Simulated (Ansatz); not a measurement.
System: sum formula Si2H2F3 (charge 0, doublet). It need not be the lowest isomer of its formula. SMILES: F[SiH]([SiH]F)F
Coordinates optimised at B3LYP-D3(BJ)/def2-TZVP (Ansatz, a first-principles code):
```xyz
7

F      2.0626    -1.3020    -0.0588
Si     1.4267     0.1682     0.1455
Si    -0.8792     0.0955    -0.3265
F     -1.4108     1.5967    -0.1935
F     -1.5985    -0.7789     0.7980
H      2.1771     1.0969    -0.7435
H     -1.3235    -0.4297    -1.6333
```
Charge 0, spin multiplicity 2.

Quantity: atomisation energy (electronic, to ground-state atoms), in eV. Cores are frozen in the correlated levels unless marked. UHF or UKS for open shells. No spin-orbit coupling. Non-relativistic. The coupled-cluster limit lacks core correlation, which all-electron functionals hold. CBS(X,Y): correlation extrapolated as X^-3; Hartree-Fock from the larger set.

| level | program | atomisation energy (eV) | minus last row |
|---|---|---|---|
| PBE0/def2-SVP | Ansatz | 25.29 | -1.40 |
| PBE0-D4/def2-TZVPD | Ansatz + dftd4 | 26.06 | -0.63 |
| CAM-B3LYP-D3(BJ)/def2-TZVPD | Ansatz + dftd3 | 26.57 | -0.12 |
| MP2/cc-pV(T+d)Z | Ansatz | 26.55 | -0.14 |
| CCSD/STO-3G | Ansatz | 21.18 | -5.51 |
| CCSD/CBS(cc-pV(T+d)Z,cc-pV(Q+d)Z) | Ansatz | 26.24 | -0.45 |
| CCSD(T)/CBS(cc-pV(T+d)Z,cc-pV(Q+d)Z) | Ansatz | 26.69 | 0.00 |
